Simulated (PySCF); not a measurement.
C₅H₁₁NSi.
Structure used (PBE0-D3(BJ)/def2-SVP), in Å, numbered top down from 1:
```xyz
18
C5H11NSi angstrom
C      2.5395   -0.5000   -0.7495
N      1.2468    0.0649   -0.4948
C      0.3110   -0.6935   -0.1144
C     -1.0829   -0.2059    0.1323
C     -2.1246   -0.7526   -0.9009
Si    -3.0061    0.9188   -0.7220
C     -1.3094    1.3215    0.0061
H      2.5976   -1.5947   -0.5807
H      2.8355   -0.2898   -1.7905
H      3.2909   -0.0066   -0.1113
H      0.4656   -1.7878    0.0201
H     -1.3884   -0.5498    1.1370
H     -1.6642   -0.8471   -1.8983
H     -2.6150   -1.7023   -0.6464
H     -3.4911    1.6246   -1.9488
H     -4.1137    0.8982    0.2842
H     -0.6137    1.7285   -0.7448
H     -1.1949    1.9014    0.9316
```

Level of theory: core-valence-separated Tamm–Dancoff BHandHLYP/aug-pcX-1 (pcseg-1 on H, def2-SVPD on Si) in PySCF, non-relativistic, gas phase, PBE0-D3(BJ)/def2-SVP geometry. No empirical shift is added; at this level the pattern usually sits a few eV under experiment.

The lowest roots of each edge with f over 0.003 (five at most, numbered afresh; weaker and dark ones are left out), with transition dipoles (au) in the frame of the coordinates:

```csv
root,edge,E (eV),μx,μy,μz
1,C,283.06,0.0251,0.0158,0.0944
2,C,284.87,-0.0404,0.0159,-0.0051
3,C,285.08,-0.0232,0.0056,-0.0062
4,C,285.38,0.0253,0.0248,0.0334
5,C,285.53,0.0182,0.0485,0.0070
6,N,396.28,-0.0199,-0.0124,-0.0750
7,N,400.71,0.0076,-0.0165,0.0013
8,N,402.02,-0.0201,0.0055,0.0029
```

Question: What are the oscillator strengths?

Answer: f = (2/3) ΔE |μ|², with ΔE in hartree (27.2114 eV):

```tsv
root	ΔE (Eh)	|μ|² (au)	f	core hole on
1	10.4022	0.009791	0.068	C3
2	10.4687	0.001911	0.013	C7
3	10.4765	0.000608	0.004	C5
4	10.4877	0.002371	0.017	C7
5	10.4930	0.002732	0.019	C5
6	14.5629	0.006175	0.060	N2
7	14.7259	0.000332	0.003	N2
8	14.7740	0.000443	0.004	N2
```

Question: Molecules are fixed in this frame and the field points along (0, 1, 1)/√2. What effective strengths 3 f cos²θ do the roots have (θ between field and μ)?

Answer: root 1 (C3): 0.126, root 2 (C7): 0.001, root 3 (C5): 0.000, root 4 (C7): 0.035, root 5 (C5): 0.032, root 6 (N2): 0.111, root 7 (N2): 0.003, root 8 (N2): 0.001. Root 1 is the strongest. Averaged over all orientations cos²θ is 1/3, which gives f back.

One conformer stands for the species.
